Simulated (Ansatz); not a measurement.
This geometry of a periodic cell of 63 atoms, GaSi₆₂ (host Si, host structure diamond, dopant Ga, one Si atom removed), cell charge +2 is a first-order saddle point.

Method: DFT LDA, scalar-relativistic, plane waves, PAW in Ansatz 0.2.0. Settings: PAW set soft_1, cutoff 420 eV, k mesh 1x1x1, gaussian smearing 0.02 eV, spin collinear.

```xyz
63
Lattice="10.8600 0.0000 0.0000 0.0000 10.8600 0.0000 0.0000 0.0000 10.8600" Properties=species:S:1:pos:R:3
Si 5.548 0.119 -0.038
Ga 7.468 2.038 0.680
Si 9.387 3.958 1.397
Si 8.186 0.119 2.599
Si 9.513 1.358 4.080
Si 0.008 -0.007 0.000
Si 1.357 1.351 1.367
Si 2.718 2.726 -0.008
Si 4.068 4.084 1.360
Si 5.422 5.439 0.000
Si 6.780 6.788 1.367
Si 8.155 8.149 -0.008
Si 9.513 9.499 1.360
Si 2.757 0.021 2.697
Si 4.153 1.393 3.994
Si 5.548 2.757 2.599
Si 6.788 4.084 4.080
Si 8.148 5.439 2.725
Si 9.520 6.788 4.088
Si 5.451 0.021 5.390
Si 6.780 1.351 6.790
Si 8.155 2.726 5.429
Si 9.485 4.056 6.829
Si 8.148 -0.007 8.140
Si 9.387 1.321 9.620
Si -0.078 5.353 0.034
Si 1.343 6.774 1.356
Si 2.733 8.163 0.003
Si 4.153 9.584 1.325
Si 0.008 2.719 2.725
Si 1.357 4.091 4.088
Si 2.718 5.447 2.732
Si 4.085 6.817 4.062
Si 5.451 8.188 2.697
Si 6.822 9.584 3.994
Si 0.016 -0.014 5.429
Si 1.343 1.362 6.804
Si 2.733 2.715 5.415
Si 4.060 4.091 6.790
Si 5.415 5.447 5.429
Si 6.791 6.774 6.804
Si 8.144 8.163 5.415
Si 9.520 9.490 6.790
Si 2.718 -0.014 8.131
Si 4.068 1.358 9.494
Si 5.422 2.719 8.140
Si 6.750 3.958 9.620
Si 8.113 5.353 8.225
Si 9.485 6.749 9.522
Si 0.016 8.149 2.732
Si 1.386 9.516 4.062
Si -0.010 5.421 5.458
Si 1.355 6.786 6.792
Si 2.720 8.151 5.427
Si 4.085 9.516 6.761
Si -0.078 2.684 8.225
Si 1.319 4.056 9.522
Si 2.689 5.421 8.157
Si 4.060 6.788 9.487
Si 5.415 8.149 8.131
Si 6.788 9.499 9.494
Si -0.010 8.120 8.157
Si 1.357 9.490 9.487
```

Task: Which two structures does it join? (They come from a converged band through this point; their orientation in space is the band's.)

Result: The atom that moves furthest is Ga2, by 2.75 Å; four of its nearest neighbours are Si4 2.37, Si1 2.37, Si16 2.37, Si35 3.67 Å at the first end and Si3 2.37, Si25 2.37, Si47 2.37, Si48 3.67 Å at the last.

Initial state:

```xyz
63
Lattice="10.8600 0.0000 0.0000 0.0000 10.8600 0.0000 0.0000 0.0000 10.8600" Properties=species:S:1:pos:R:3
Si 5.413 -0.015 -0.080
Ga 6.679 1.250 1.471
Si 9.510 4.085 1.368
Si 8.229 -0.015 2.735
Si 9.520 1.358 4.097
Si -0.004 0.019 0.010
Si 1.361 1.356 1.365
Si 2.720 2.726 -0.004
Si 4.054 4.094 1.361
Si 5.452 5.424 0.011
Si 6.783 6.796 1.366
Si 8.153 8.156 -0.004
Si 9.523 9.485 1.362
Si 2.734 0.013 2.709
Si 4.081 1.373 4.068
Si 5.414 2.800 2.737
Si 6.786 4.096 4.095
Si 8.139 5.430 2.704
Si 9.522 6.789 4.070
Si 5.441 0.013 5.413
Si 6.782 1.356 6.786
Si 8.153 2.726 5.428
Si 9.499 4.075 6.790
Si 8.139 0.018 8.151
Si 9.509 1.355 9.497
Si -0.016 5.419 -0.009
Si 1.351 6.781 1.362
Si 2.713 8.142 0.002
Si 4.080 9.515 1.349
Si -0.006 2.708 2.703
Si 1.355 4.092 4.069
Si 2.715 5.452 2.711
Si 4.076 6.802 4.070
Si 5.438 8.167 2.708
Si 6.799 9.513 4.066
Si 0.023 0.010 5.435
Si 1.350 1.359 6.799
Si 2.713 2.720 5.440
Si 4.083 4.093 6.797
Si 5.437 5.454 5.434
Si 6.786 6.783 6.797
Si 8.147 8.144 5.438
Si 9.523 9.511 6.793
Si 2.716 0.010 8.128
Si 4.052 1.360 9.488
Si 5.450 2.709 8.157
Si 6.797 4.068 9.511
Si 8.152 5.416 8.164
Si 9.496 6.791 9.507
Si 0.024 8.146 2.711
Si 1.371 9.511 4.070
Si 0.005 5.437 5.430
Si 1.361 6.792 6.790
Si 2.722 8.154 5.427
Si 4.079 9.511 6.779
Si -0.015 2.729 8.163
Si 1.357 4.074 9.508
Si 2.722 5.436 8.147
Si 4.083 6.785 9.489
Si 5.438 8.146 8.127
Si 6.785 9.487 9.485
Si 0.003 8.150 8.145
Si 1.356 9.511 9.486
```

Final state:

Only the atoms that move by more than 0.05 Å are listed.
```
Si1 5.429 -0.001 -0.001
Ga2 8.263 2.833 -0.118
Si3 9.523 4.093 1.438
Si4 8.146 -0.001 2.716
Si16 5.429 2.716 2.716
Si17 6.797 4.055 4.064
Si25 9.523 1.277 9.482
Si47 6.707 4.093 9.482
```

Task: How far does it lie above each of them?

Result: 0.31 eV above the first and 0.31 eV above the second. This is the barrier of this one path; another mechanism may lie lower. Limits of this set-up: coarse k mesh, PAW files made for another functional, a typed lattice constant that wasn't relaxed here, charged cell in a uniform background, uncorrected.

Time of the run: 3.3 min on 4 threads of Intel(R) Xeon(R) Platinum 8488C (Sapphire Rapids), with other jobs on the host, peak memory 4.4 GiB.
